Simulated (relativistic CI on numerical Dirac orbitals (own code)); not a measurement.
Zr2+: calculation against measurement

Computed by Dirac-Coulomb-Breit CI, separate exchange-only KLI orbitals for each configuration, model QED (radiative potential, 1s self-energy scaled to tabulated hydrogen-like ionisation energies), valence Slater integrals scaled by 0.85, configuration energies shifted to the measured levels that pair with them (semi-empirical) (own radial code, finite nucleus).

Configurations in the expansion (outside the closed core [Kr]): 4d2, 4d 5s, 5s2, 4d 5p, 5s 5p, 4d 4f, 4d 5d, 4d 6s, 4d 6p, 4f2, 5p2, 4d 6d, 4d 5f, 4d 5g, 5s 6s, 4d 6f, 4d 6g, 4f 5s, 5p 6s, 4f 5p. Levels of other configurations are missing.

| Configuration | Term (tabulated) | J | Measured (cm⁻¹) | Computed | Error | Purity (%) |
| --- | --- | --- | --- | --- | --- | --- |
| 4d2 | a 3F | 2 | 0.0 | 0 | 0 | 99 |
| 4d2 | a 3F | 3 | 681.0 | 571 | -110 | 100 |
| 4d2 | a 3F | 4 | 1486.4 | 1263 | -224 | 100 |
| 4d2 | a 1D | 2 | 5741.6 | 6093 | 352 | 89 |
| 4d2 | a 3P | 0 | 8062.1 | 8509 | 447 | 100 |
| 4d2 | a 3P | 1 | 8325.6 | 8721 | 396 | 100 |
| 4d2 | a 3P | 2 | 8838.2 | 9139 | 301 | 97 |
| 4d2 | a 1G | 4 | 11048.7 | 11578 | 529 | 100 |
| 4d 5s | a 3D | 1 | 18398.9 | 18399 | 0 | 100 |
| 4d 5s | a 3D | 2 | 18802.8 | 18762 | -40 | 99 |
| 4d2 | 1S | 0 | 23979.0 | 24766 | 787 | 92 |
| 4d 5s | b 1D | 2 | 25066.2 | 25364 | 298 | 91 |
| 5s2 | 1S | 0 | 48507.0 | 48507 | 0 | 90 |
| 4d 5p | z 3F° | 2 | 55555.6 | 55654 | 99 | 68 |
| 4d 5p | z 3D° | 1 | 55614.4 | 55794 | 180 | 96 |
| 4d 5p | z 3F° | 3 | 56075.3 | 56131 | 56 | 91 |
| 4d 5p | z 3D° | 2 | 56435.7 | 56504 | 69 | 94 |
| 4d 5p | z 3D° | 3 | 57346.8 | 57325 | -21 | 90 |
| 4d 5p | z 3F° | 4 | 57681.4 | 57555 | -126 | 100 |
| 4d 5p | z 3P° | 1 | 59696.8 | 59681 | -15 | 85 |
| 4d 5p | z 3P° | 0 | 59944.8 | 59862 | -83 | 98 |
| 4d 5p | z 3P° | 2 | 60356.0 | 60246 | -110 | 96 |
| 4d 5p | z 1P° | 1 | 62115.7 | 62116 | 0 | 80 |
| 4d 5p | z 1F° | 3 | 62589.1 | 63009 | 420 | 98 |
| 5s 5p | y 3P° | 0 | 79436.7 | 79471 | 34 | 97 |
| 5s 5p | y 3P° | 1 | 80103.0 | 80103 | 0 | 98 |
| 5s 5p | y 3P° | 2 | 81553.6 | 81437 | -116 | 98 |

Measured levels from Moore, Atomic Energy Levels, vol. II, NSRDS-NBS 35 (1971 reprint of NBS Circular 467, 1952); NIST levels as listed in Rynkun, Gaigalas and Jonsson, Astron. Astrophys. 637, A10 (2020); pairs were made by configuration, J and term (by order where the table uses no LS term), so strongly mixed levels may be paired wrongly. The analysis dates from before 1960.

Mean error by configuration (cm⁻¹): 4d2 310; 4d 5s 86; 5s2 0; 4d 5p 42; 5s 5p -27. Over the excited levels the mean absolute error is 185 cm⁻¹ (26 of the 26 excited levels that our extract of the source holds in range could be paired), and the median relative error of those above 1,000 cm⁻¹ is 0.18 %, both after the shifts were fitted to these levels, so that a configuration with one level shows no error.

Configurations whose levels could be paired with our table of measured levels were shifted onto them, all but the ground configuration, by the median error of their levels; single terms can still be off by 1,000 to 2,000 cm⁻¹ or more, and rates follow the energies as ν³ (E1, M1) or ν⁵ (E2). The others borrow a shift and can be off by several thousand cm⁻¹ or more. The fine structure of a lone outer electron comes out too small, for d and f at times inverted, and misplaced configurations move strength between like terms. 26 of the 26 excited levels that our extract of the measured tables holds in this range could be paired (the sources list more); they are missed by 185 cm⁻¹ on average and 787 at most, after the shifts were fitted to these levels, and levels without a partner can miss by more.

Shifts applied (cm⁻¹): 4d2 0; 4d 5s -2377; 5s2 -3600; 4d 5p -1088; 5s 5p -1472.
